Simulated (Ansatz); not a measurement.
In oxide hydroxide: binding per atom (eV) at several levels, gas phase, relaxed structures; Ansatz. Clusters are the lowest isomers that short searches found in that spin, judged at the geometry's level. Core potentials for In in the def2 sets, no spin–orbit coupling. Binding counts from free atoms in the multiplicity of their measured ground term, without zero-point energy. The structures are stationary points that may keep the symmetry of their start. Correlated methods freeze inner cores and use unrestricted references for open shells.

```
                 species    state           geometry  PBE-D4/def2-TZVP  PBE-D4/def2-TZVPD  r2SCAN-D4/def2-TZVP  r2SCANh-D4/def2-TZVP  PBE0-D4/def2-SVP  MP2/def2-TZVP
InO2H (with an O–O bond)  singlet  PBE0-D4/def2-TZVP              2.84               2.85                 2.67                  2.59              2.57           2.64
                 In2O4H2  singlet  B3LYP-D4/def2-SVP              3.44               3.44                 3.32                  3.24              3.13           3.38
```

Question: Estimate the rows for InO3H3 (singlet, PBE0-D4/def2-SVP geometry).

Answer: 
```tsv
species	state	geometry	PBE-D4/def2-TZVP	PBE-D4/def2-TZVPD	r2SCAN-D4/def2-TZVP	r2SCANh-D4/def2-TZVP	PBE0-D4/def2-SVP	MP2/def2-TZVP
InO3H3	singlet	PBE0-D4/def2-SVP	3.45	3.46	3.37	3.31	3.22	3.36
```
